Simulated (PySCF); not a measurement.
C₃H₄F₂O₂Si.
Geometry (GFN2-xTB, Å), atoms numbered from 1 in this order:
```xyz
12
C3H4F2O2Si angstrom
F      3.0148    0.9830   -0.4734
C      2.2678   -0.1288   -0.3108
C      0.9536   -0.0564   -0.1228
O      0.2229   -1.1840    0.0603
C     -1.1812   -0.9481    0.1826
Si    -1.3188    0.9552    0.2313
F     -2.1623    1.5419   -0.9955
O      0.2729    1.1117   -0.0894
H      2.8241   -1.0473   -0.3494
H     -1.6823   -1.4006   -0.6794
H     -1.5199   -1.4683    1.0794
H     -1.6904    1.6409    1.4410
```

Theory: TDDFT CAM-B3LYP/def2-SVPD, vertical, gas phase, core orbitals frozen in the response (PySCF).

Transition dipole moments from the ground state, in atomic units and in the frame of the coordinates above (overall signs are arbitrary), for the states with f of 0.002 or more among the lowest 7:

| state | E (eV) | μx | μy | μz |
| --- | --- | --- | --- | --- |
| S1 | 5.506 | 0.300 | -0.030 | 0.118 |
| S2 | 5.907 | -0.147 | 0.025 | 0.225 |
| S3 | 6.206 | -0.195 | 0.048 | 0.248 |
| S4 | 6.643 | 0.266 | -0.028 | -0.013 |
| S5 | 7.018 | -1.000 | 0.103 | 0.178 |
| S6 | 7.096 | 1.052 | -0.081 | -0.107 |
| S7 | 7.380 | -0.536 | -0.048 | 0.141 |

What oscillator strength does each state have?

f = (2/3) ΔE |μ|² with ΔE in hartree (27.2114 eV).

```
state  |μ|² (au)  |μ| (D)      f
   S1      0.105     0.82  0.014
   S2      0.073     0.68  0.010
   S3      0.102     0.81  0.015
   S4      0.072     0.68  0.012
   S5      1.043     2.60  0.179
   S6      1.124     2.69  0.195
   S7      0.310     1.42  0.056
```

What angle do the transition dipoles of S5 and S6 make?

|cos θ| = |μa·μb| / (|μa| |μb|) = 1.00, so θ ≈ 4° (taken between 0 and 90°, since the signs are arbitrary).

How is the summed strength of these states shared among x, y and z?

(2/3) Σ ΔE μα² gives 0.449 for x, 0.004 for y and 0.030 for z, 0.483 in all.

What peak molar absorption coefficient would the strongest computed level give as a lone Gaussian band 0.3 eV wide at half height?

ε(max) = 2.175×10⁸ f / FWHM, with the width in cm⁻¹. S6: 2.175×10⁸ × 0.1954 / 2420 ≈ 18000 L mol⁻¹ cm⁻¹.

On one thread, Arm Neoverse N1 (aarch64) (shared host), this took 69 s of wall time (with the writing of density and orbital grids) and 0.93 GiB of memory at its peak.
